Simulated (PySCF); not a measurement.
Sn(H)(Cl)2(OMe) (CH₄Cl₂OSn), SMILES [O]([SnH]([Cl])[Cl])C.

Geometry optimised at B3LYP-D3(BJ)/def2-SVP. The structure was generated by enumeration; whether it is a known compound was not checked. The def2 effective core potentials stand for the cores of Sn; spin–orbit coupling is left out. Other conformers were not sampled.

Two levels are set side by side: TDDFT-PBE/def2-SVPD (PySCF) and TDDFT-PBE0/def2-SVPD (PySCF). Vertical, same geometry. The lowest singlet is HOMO→LUMO 99 % with PBE and HOMO→LUMO 97 % with the other functional; states are paired by order. Differences are taken from unrounded values.

```tsv
quantity	TDDFT-PBE
lowest singlet excitation (eV)	3.74
lowest triplet excitation (TDA) (eV)	3.51
first bright state (f over 0.05) (eV)	4.64
its oscillator strength	0.06
```

**Question.** These are the TDDFT-PBE values. What does TDDFT-PBE0 give? (An estimate is asked for; the answer gives what the named calculation found.)

**Answer.** 
```csv
quantity,TDDFT-PBE0,TDDFT-PBE minus TDDFT-PBE0
lowest singlet excitation (eV),4.71,-0.98
lowest triplet excitation (TDA) (eV),4.38,-0.88
first bright state (f over 0.05) (eV),5.53,-0.89
its oscillator strength,0.08,-0.02
```

A lower first singlet is the usual sign of a functional without exact exchange. Differences between two approximate levels are no errors against the true value.

Rough cost on one machine, each run with all the roots and properties that it gave: TDDFT-PBE0 against TDDFT-PBE about 3 times.
